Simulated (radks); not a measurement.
Ge21+, 11 electrons, occupied as [Ne] 3s1.

Method: Dirac Kohn-Sham, PBE, spin-unpolarised, spherical densities, point nucleus; computed with a radial shooting solver on a logarithmic mesh with Libxc functionals.

Energy parts (hartree):
part                       energy
total                 -1836.50474
kinetic                1880.41753
electron-nucleus      -3991.83580
Hartree                 327.83582
exchange-correlation    -52.92230

Orbitals (lengths in bohr, moments of r in powers of bohr; <r^-3> diverges for s and p1/2; r(max) is where P^2 peaks):
orbital  occ.  eigenvalue (hartree)  <r^-3>   r(max)
1s1/2       2             -436.0703       -  0.03072
2s1/2       2             -82.07506       -   0.1748
2p1/2       2             -76.84983       -   0.1378
2p3/2       4             -75.63564   991.8   0.1407
3s1/2       1             -31.60772       -   0.4831

The highest occupied level is 3s1/2 at -860.09 eV. The density falls to 0.001 e/bohr^3 at r = 1.16 bohr. Summed over all electrons, <r^2> = 0.6411 bohr^2, which gives a Langevin (diamagnetic) susceptibility term of -0.508 x 10^-6 cm^3/mol. For comparison, the ionisation energy in NIST's Atomic Spectra Database is 880.44 eV (semi-empirical). In exact Kohn-Sham theory the highest level is minus the ionisation energy, but local and semilocal functionals leave it too shallow, through self-interaction and a potential that decays too fast; potentials with the right tail come closer.

Beside tabulated values, note that spin-unpolarised runs miss the spin-polarisation part of the exchange energy of open shells.
